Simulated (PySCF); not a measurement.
Relaxation of doublet InI2

Computed with PySCF, UPBE0, basis In def2-TZVP with ECP28, I def2-TZVP with ECP28 (scalar-relativistic core potentials, no spin–orbit coupling, density fitting). A (50,194) grid was used.

A hand-made bent start, of C2v symmetry, held to at least that symmetry:

```xyz
3
charge 0 multiplicity 2, angstrom
In    0.0000    0.0000   -1.0858
I     2.2527    0.0000    0.4915
I    -2.2527    0.0000    0.4915
```

Problem. What forces act on the atoms at the start (eV/Å)?

Solution. 
```json
{"atom": "In1", "Fx": "0.00", "Fy": "0.00", "Fz": "0.50"}
{"atom": "I2", "Fx": "-0.12", "Fy": "0.00", "Fz": "-0.25"}
{"atom": "I3", "Fx": "0.12", "Fy": "0.00", "Fz": "-0.25"}
```

Problem. What does it relax to?

Solution. It ends at C2v with In–I 2.715 Å (×2); I–In–I 124.2° (after a last refinement on a finer grid). A frequency run shows a minimum. Other isomers or separated fragments may lie lower.

Problem. How much energy is released, and in how many steps?

Solution. 5.0 kJ/mol in 6 steps.

Spin–orbit coupling, left out here, can matter for elements this heavy.

The relaxation took roughly 7 core-minutes on a shared host.
